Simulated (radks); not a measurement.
Question: The mean radii <r> (bohr) of the occupied orbitals of an atom or ion are listed with their occupations. Method: Dirac Kohn-Sham, PBE, spin-unpolarised, spherical densities, finite nucleus; Fermi nuclear charge, rms radius of each element as measured or else 0.836 A^(1/3) + 0.57 fm; computed with a radial shooting solver on a logarithmic mesh with Libxc functionals.

| orbital | occ. | <r> |
|---|---|---|
| 1s1/2 | 2 | 0.06355 |
| 2s1/2 | 2 | 0.2929 |
| 2p1/2 | 2 | 0.2579 |
| 2p3/2 | 4 | 0.2608 |
| 3s1/2 | 2 | 0.8977 |
| 3p1/2 | 2 | 0.9506 |
| 3p3/2 | 4 | 0.9592 |
| 3d3/2 | 4 | 1.226 |

Name the element and its charge. Open shells, if any, fill j = l - 1/2 first.

Answer: Z = 24, chromium, charge +2: Cr2+ in [Ar] 3d4. The 1s radius gives Z: for a bare nucleus <r> = (2 gamma + 1)/(2Z) with gamma = sqrt(1 - (Z/c)^2), 0.06186 bohr for Z = 24, and screening makes it slightly larger (0.06355 here). The occupations add up to 22, and the charge is Z minus that.
